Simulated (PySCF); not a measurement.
## PBE0 on Tc (technetium, neutral)

Configuration: [Kr] 4d4 5s2 5p1, one real determinant (an excited configuration). Calculation: PySCF 2.14, in aug-cc-pVTZ-DK (9s8p6d3f2g, 102 functions); scalar relativity by spin-free X2C-1e.

* Total energy: -4284.58 hartree
* One-electron energy: -5896.68 hartree
* Hartree (Coulomb) energy: 1741.23 hartree
* Exchange-correlation energy: -129.13 hartree
* ⟨S²⟩: 8.7591
* ⟨L²⟩: 8.019
* Sum of ⟨r⟩: 34.16 bohr
* Sum of ⟨r²⟩: 68.34 bohr²
* Traceless quadrupole moment −½Σ⟨3z² − r²⟩ along its main axis: -6.81 e·bohr²
* Langevin diamagnetic susceptibility: -54.1 ×10⁻⁶ cm³/mol
* Time after the integrals: roughly 9 core-seconds

| shell | electrons | mean orbital energy (eV) | spread (eV) | rms radius, mean of both spins (bohr) |
| --- | --- | --- | --- | --- |
| 1s α | 1 | -20921.0 | 0 | 0.0394 |
| 1s β | 1 | -20921.0 | 0 | 0.0394 |
| 2s α | 1 | -3010.3 | 0 | 0.162 |
| 2s β | 1 | -3009.7 | 0 | 0.162 |
| 2p α | 3 | -2694.2 | 0.106 | 0.144 |
| 2p β | 3 | -2693.7 | 0.225 | 0.144 |
| 3s α | 1 | -537.42 | 0 | 0.443 |
| 3s β | 1 | -537.05 | 0 | 0.443 |
| 3p α | 3 | -432.75 | 0.367 | 0.448 |
| 3p β | 3 | -432.33 | 0.431 | 0.448 |
| 3d α | 5 | -263.17 | 0.261 | 0.437 |
| 3d β | 5 | -262.43 | 0.538 | 0.437 |
| 4s α | 1 | -84.084 | 0 | 1.12 |
| 4s β | 1 | -80.539 | 0 | 1.12 |
| 4p α | 3 | -54.716 | 0.072 | 1.24 |
| 4p β | 3 | -50.567 | 1.022 | 1.24 |
| 4d α | 4 | -13.374 | 0.416 | 1.74 |
| 5s α | 1 | -8.193 | 0 | 3.34 |
| 5s β | 1 | -6.411 | 0 | 3.34 |
| 5p α | 1 | -3.689 | 0 | 4.29 |

⟨L²⟩ = 8.02 against 12 for a pure F term, so this real determinant mixes terms.

Densities and radii are taken from the X2C orbitals without a picture-change correction, which distorts them close to the nucleus.
